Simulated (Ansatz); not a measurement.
`N[Si](F)(F)Br` → `FBr` + `N[Si]F` at 298.15 K and 1 bar (silylene formation by 1,1-elimination).

Computed with Ansatz on PBE0-D4/def2-TZVP structures; ΔE is electronic, products minus reactants. CCSD(T)/CBS adds triple-zeta CCSD(T) − MP2 to the extrapolated MP2 energy (def2 sets, frozen cores). This one scheme is used for every species. For Br outer-core shells are correlated without core-valence functions, which leaves a few kJ/mol of doubt a bond. Scalar relativity is left out up to krypton. Each species was taken in one conformer, which may not be the lowest.

```csv
species,CCSD(T)/CBS energy (Eh),H − E (kJ/mol),S (J/(mol·K))
`N[Si](F)(F)Br`,-3118.12106,108.5,350.6
`FBr`,-2673.03720,13.2,228.6
`N[Si]F`,-444.84306,88.0,270.2
```

H − E and S are ideal-gas, rigid-rotor, harmonic terms from PBE0-D4/def2-TZVP, for one conformer and one mirror image of each species. 1 Eh = 2625.50 kJ/mol, R = 8.31446 J/(mol·K).

Task: By hand: ΔE, ΔH, ΔS and ΔG.

Result: ΔE = (-2673.03720) + (-444.84306) − (-3118.12106) = 0.24080 Eh = 632.2 kJ/mol. Δ(H − E) = 13.2 + 88.0 − 108.5 = -7.3, so ΔH = 624.9 kJ/mol. ΔS = 228.6 + 270.2 − 350.6 = 148.2 J/(mol·K). ΔG = 624.9 − 298.15 × (148.2)/1000 = 580.7 kJ/mol.

Task: By hand: the equilibrium constant, and the temperature at which ΔG would vanish if ΔH and ΔS stayed fixed.

Result: log₁₀ K = −ΔG/(RT ln 10) = -101.7. ΔG = 0 at ΔH/ΔS = 4217 K, far beyond where these terms or the molecules hold.

The number of gas molecules changes by +1, which sets the sign of ΔS. A doubt of 5 kJ/mol in ΔE shifts log₁₀ K by 0.9 here. Other conformers and mirror images would add mixing entropy, several J/(mol·K) or more a flexible species. These are equilibria of isolated gas molecules and say nothing of rates. Largest T1 diagnostic: 0.014 (customary marks: 0.02 for closed shells, 0.045 for open ones).
